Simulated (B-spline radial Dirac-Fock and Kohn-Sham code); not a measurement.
Method: Dirac-Fock ΔSCF + Breit + QED. Computed with a radial atomic solver. Free neutral atoms.

Question: Order these X-ray lines by photon energy, lowest first.
A. Al Lℓ
B. Si Lℓ
C. Al Lη
D. Si Lη
E. Mg Lℓ
F. Kr Mζ1

Answer: E (49.68 eV), A (70.45 eV), C (70.85 eV), F (79.17 eV), B (93.86 eV), D (94.43 eV).
